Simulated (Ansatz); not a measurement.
`O[SiH](Cl)Br` → HCl + `O[Si]Br` at 600 K and 1 bar (silylene formation by 1,1-elimination).

Computed with Ansatz on PBE0-D4/def2-TZVP structures; ΔE is electronic, products minus reactants. CCSD(T)/CBS adds triple-zeta CCSD(T) − MP2 to the extrapolated MP2 energy (def2 sets, frozen cores). This one scheme is used for every species. For Br outer-core shells are correlated without core-valence functions, which leaves a few kJ/mol of doubt a bond. Scalar relativity is left out up to krypton. One conformer a species, not always the lowest.

| species | CCSD(T)/CBS energy (Eh) | H − E (kJ/mol) | S (J/(mol·K)) |
| --- | --- | --- | --- |
| `O[SiH](Cl)Br` | -3398.70645 | 115.3 | 399.3 |
| HCl | -460.38127 | 35.4 | 207.2 |
| `O[Si]Br` | -2938.23569 | 72.2 | 335.6 |

H − E and S are ideal-gas, rigid-rotor, harmonic terms from PBE0-D4/def2-TZVP, for one conformer and one mirror image of each species. 1 Eh = 2625.50 kJ/mol, R = 8.31446 J/(mol·K).

Question: By hand: ΔE, ΔH, ΔS and ΔG.

Answer: ΔE = (-460.38127) + (-2938.23569) − (-3398.70645) = 0.08949 Eh = 235.0 kJ/mol. Δ(H − E) = 35.4 + 72.2 − 115.3 = -7.7, so ΔH = 227.3 kJ/mol. ΔS = 207.2 + 335.6 − 399.3 = 143.5 J/(mol·K). ΔG = 227.3 − 600 × (143.5)/1000 = 141.2 kJ/mol.

Question: By hand: the equilibrium constant, and the temperature at which ΔG would vanish if ΔH and ΔS stayed fixed.

Answer: log₁₀ K = −ΔG/(RT ln 10) = -12.3. ΔG = 0 at ΔH/ΔS = 1584 K.

The number of gas molecules changes by +1, which sets the sign of ΔS. A doubt of 5 kJ/mol in ΔE shifts log₁₀ K by 0.4 here. Other conformers and mirror images would add mixing entropy, several J/(mol·K) or more a flexible species. These are equilibria of isolated gas molecules and say nothing of rates. Largest T1 diagnostic: 0.012 (customary marks: 0.02 for closed shells, 0.045 for open ones).
